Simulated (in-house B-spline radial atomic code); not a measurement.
Orbital energies and mean radii along the 60-electron series, configuration [Kr] 4d10 4f13 5s1. The effective charge is n√(-2ε), a non-relativistic measure. Computed with an all-electron radial atomic-structure program (B-spline basis): non-relativistic Hartree-Fock, average of the configuration, point nuclei.

This level leaves out relativity, spin-orbit splitting included, which matters for heavy ions.

```csv
ion,Z,energy of 4f (Eh),mean radius of 4f (bohr),energy of 4p (Eh),mean radius of 4p (bohr),energy of 4s (Eh),mean radius of 4s (bohr),energy of 3d (Eh),mean radius of 3d (bohr),effective charge of 4f
Hg20+,80,-22.084,0.44228,-38.737,0.43832,-42.635,0.43535,-105.9,0.16679,26.584
Tl21+,81,-23.991,0.42995,-41.072,0.43027,-45.061,0.42779,-110.67,0.16424,27.707
Pb22+,82,-25.964,0.41838,-43.474,0.42249,-47.555,0.42047,-115.55,0.16176,28.824
Bi23+,83,-28.004,0.40751,-45.942,0.41497,-50.116,0.41337,-120.55,0.15935,29.935
```

Q: How does the screening of 4f change?

A: Z less the effective charge goes from 53.42 at Z = 80 to 53.06 at Z = 83.
